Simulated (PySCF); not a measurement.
Compound: C5H4N2.
Atom-mapped SMILES: `[H]/[N:7]=[CH:6]\[CH:5]=[C:4]=[CH:3][C:2]#[N:1]` (hydrogens: H8 on C3; H9 on C5; H10 on C6; H11 on N7)

Geometry (GFN2-xTB, Å), atoms numbered from 1 in this order:
```
atom  x, y, z in Å
N1    -3.4979    0.9157   -1.0495
C2    -2.7375    0.3012   -0.4521
C3    -1.8185   -0.4638    0.2959
C4    -0.5449   -0.4876    0.0113
C5     0.7291   -0.4463   -0.2418
C6     1.6266    0.5302    0.3872
N7     2.8642    0.6410    0.2125
H8    -2.2374   -1.0455    1.1077
H9     1.1793   -1.1475   -0.9337
H10    1.1616    1.2279    1.0763
H11    3.2809   -0.0226   -0.4397
```

The calculation used CAM-B3LYP/def2-SVPD in PySCF (dipole) on a GFN2-xTB geometry, gas phase.

Take the most abundant isotopes and a rigid rotor. The values belong to one conformer with, in the numbering `[H]/[N:7]=[CH:6]\[CH:5]=[C:4]=[CH:3][C:2]#[N:1]`, C4–C5–C6–N7 180°.

(1) What are A, B and C (GHz)?

(2) Classify the top.

(3) What does the inertial defect say?

(4) Give the other two planar moments, Paa and Pbb, and the rms extents of the mass along the axes.

(5) Where do the levels up to J = 4 lie, in cm⁻¹?

(6) Which lines would a microwave search look for?

(7) Estimate the classical rotational partition function at 10 K, 100 K and 298.15 K.

## Answers

(1) Ia = 46.25, Ib = 481.22, Ic = 504.48 u·Å²; 505379 MHz·u·Å²/I gives 10927, 1050 and 1002 MHz, that is A = 10.927, B = 1.0502, C = 1.0018 GHz.

(2) A near-prolate asymmetric top; Ray's κ = -0.990.

(3) Not planar: Δ = Ic − Ia − Ib = -22.99 u·Å². For a rigid frame Δ = −2 Σ m c², so Σ m c² = 11.50 u·Å² lies off the ab plane: 5.36 from hydrogen and 6.13 from heavier atoms. The atom farthest from that plane is 1.44 Å away.

(4) Paa = Σ m a² = (Ib + Ic − Ia)/2 = 469.73 and Pbb = Σ m b² = (Ia + Ic − Ib)/2 = 34.76 u·Å². With the mass M = 92.04 u, the rms extents √(P/M) along a, b and c are 2.26, 0.61, 0.35 Å.

(5) Above 0(0,0):
J = 1: 1(0,1) 0.0684, 1(1,1) 0.3979, 1(1,0) 0.3995
J = 2: 2(0,2) 0.2053, 2(1,2) 0.5332, 2(1,1) 0.5380, 2(2,1) 1.5264, 2(2,0) 1.5264
J = 3: 3(0,3) 0.4106, 3(1,3) 0.7361, 3(1,2) 0.7458, 3(2,2) 1.7317, 3(2,1) 1.7317, 3(3,1) 3.3830, 3(3,0) 3.3830
J = 4: 4(0,4) 0.6844, 4(1,4) 1.0066, 4(1,3) 1.0228, 4(2,3) 2.0055, 4(2,2) 2.0056, 4(3,2) 3.6568, 4(3,1) 3.6568, 4(4,1) 5.9685, 4(4,0) 5.9685

(6) The dipole components are |μa| = 1.63 D, |μb| = 3.33 D, |μc| = 0.43 D. Intensities carry the squares of the components, which stand as 0.24 : 1.00 : 0.02 (a : b : c). Some lines, for components of 0.1 D or more:

| type | branch | J(Ka,Kc) | MHz | lower level (cm⁻¹) |
| --- | --- | --- | --- | --- |
| a | R | 3(2,2) ← 2(2,1) | 6156 | 1.526 |
| c | R | 5(1,4) ← 4(0,4) | 20525 | 0.684 |
| b | Q | 3(2,2) ← 3(1,3) | 29848 | 0.736 |
| b | R | 3(2,2) ← 2(1,1) | 35786 | 0.538 |
| c | R | 3(2,2) ← 2(1,2) | 35931 | 0.533 |
| b | Q | 4(3,2) ← 4(2,3) | 49504 | 2.005 |
| b | Q | 5(3,3) ← 5(2,4) | 49505 | 2.348 |
| c | R | 5(4,1) ← 4(3,1) | 79565 | 3.657 |
| c | R | 5(4,2) ← 4(3,2) | 79565 | 3.657 |
| c | R | 5(5,0) ← 4(4,0) | 99367 | 5.969 |

(7) Point group C1, symmetry number σ = 1; q = (√π/σ)·√((kT/h)³/(ABC)), k/h = 20836.6 MHz/K: 1570 at 10 K, 49700 at 100 K, 256000 at 298.15 K.

GFN2-xTB frequencies: not computed here. No vibrational averaging or centrifugal distortion is included, and the geometry carries the error of its method. Quadrupole hyperfine structure (14N) is left out.
